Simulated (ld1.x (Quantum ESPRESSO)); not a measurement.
## What one change does to a pseudopotential (aluminium, TM)

| Item | Value |
| --- | --- |
| Element | Al (Z = 13) |
| Generator | ld1.x (Quantum ESPRESSO) 7.5 |
| Type | norm-conserving Troullier–Martins (Kleinman–Bylander form) |
| Functional | Wu–Cohen |
| Relativity | scalar-relativistic |
| Frozen core | [Ne] |
| Valence charge | 3 |
| Reference configuration | 3s2 3p0 (charge +1) |
| Partial waves | 3p (bound, empty): rc 1.80 bohr; 3s (bound): rc 1.85 bohr |
| Local potential | the s channel |
| Core correction | Bessel-smoothed model core inside 0.90 bohr |

All-electron outer shells of the reference configuration (Wu–Cohen, scalar-relativistic, ld1.x):

| shell | level (eV) | outermost node (bohr) | outermost maximum (bohr) |
| --- | --- | --- | --- |
| 3s | -14.80 | 0.80 | 2.01 |
| 3p | -9.04 | 0.81 | 2.39 |

Change: core correction none.

Cutoffs: the cutoffs (Ry, on a coarse ladder) from which the occupation-weighted sum of valence levels, in a spherical-Bessel basis at the reference potential, stays within 10 and 1 mRy of its value at 400 Ry; they do not see the model core or the augmentation charge, which bear on the density cutoff. Errors are all-electron minus pseudo energies relative to the spin-unpolarised reference configuration.

Task: How do hardness, ghosts and transferability respond?

Result: The potential gets neither clearly harder nor softer (10 Ry and 30 Ry → 10 Ry and 30 Ry); of the 7 tests that both files solve, the error grows in 2 and shrinks in 3 by more than 15 % and 0.3 meV (median size 1.4 → 0.5 meV); neither file shows a bound ghost.

| quantity | base | changed |
| --- | --- | --- |
| cutoff, loose | 10 Ry | 10 Ry |
| cutoff, tight | 30 Ry | 30 Ry |
| bound ghosts | none | none |
| error for 3s2 3p1, meV [ΔE -5.74 eV] | +2.9 | 0.0 |
| error for 3s1 3p0, meV [ΔE 19.19 eV] | +0.2 | +4.7 |
| error for 3s2 3p0.5, meV [ΔE -3.67 eV] | +1.0 | -0.1 |
| error for 3s1 3p2, meV [ΔE -0.61 eV] | -0.6 | +0.5 |
| error for 3s1 3p1, meV [ΔE 5.80 eV] | -1.4 | +4.3 |
| error for 3s0 3p3, meV [ΔE 4.68 eV] | -6.5 | +7.3 |
| error for 3s2 3p1.3, meV [ΔE -6.30 eV] | +4.0 | +0.2 |
| s: phases at 2.00 bohr within 0.05 rad from the reference energy up to (Ry; the scan ends near 5) | 3.3 | 3.3 |
| p: phases at 2.00 bohr within 0.05 rad from the reference energy up to (Ry; the scan ends near 5) | 0.3 | 0.3 |
